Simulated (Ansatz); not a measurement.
An input meant for Cu2O2⁻ (charge -1, doublet).

```yaml
crystal:
  periodic: [false, false, false]
  atoms:
    - {symbol: Cu, position_ang: [-0.183984, -0.343865, -0.485614]}
    - {symbol: Cu, position_ang: [0.447010, 1.129482, 1.486853]}
    - {symbol: O, position_ang: [1.231198, -0.197636, 0.640662]}
    - {symbol: O, position_ang: [-1.494225, -0.587981, -1.641901]}
basis:
  gaussian: {orbitals: def2-mTZVP}
total_charge: -1
magnetization: {spin_polarized: true, initial_magnetization: 2}
hamiltonian: {xc: {name: RPBE}}
output: {forces: true}
```

```sh
$ ansatz run in.yaml --threads 4 --pin off --events-out ev --progress --plain --max-ram 3916MiB
```

**Question.** Predict how Ansatz answers.

**Answer.** The input was rejected before any iteration. The number of unpaired electrons doesn't fit the electron count.
```
Error: a molecule whose nuclei and cores have a total charge of 74 cannot have a net charge of -1 together with 2 unpaired electrons
```
